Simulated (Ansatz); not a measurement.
System: GaCl (charge +1, doublet). 
Structure (B3LYP-D3(BJ)/def2-TZVP (Ansatz, a quantum-chemistry and plane-wave program) minimum search):
```
Ga
Cl 1 2.1224
```
Charge +1, spin multiplicity 2.

Parts of the frozen-core correlation energy in def2-SVP (Ansatz, hartree). Frozen orbitals: 19; correlated occupied orbitals by spin: 5 and 4; virtual: 26 and 27. UHF or UKS for open shells. Spin-orbit coupling is left out. No relativistic terms.

```csv
term,value
reference (HF),-2382.10539
MP2 opposite-spin,?
MP2 same-spin,?
CCSD correlation,?
(T),-0.00515
CCSDT minus CCSD(T),-0.00071
T1 diagnostic,0.020
largest doubles amplitude,0.052
<S^2> of the reference,0.766
```

Problem. Fill in the missing entries.

Solution. 
- MP2 opposite-spin, value: -0.11578
- MP2 same-spin, value: -0.04139
- CCSD correlation, value: -0.17420
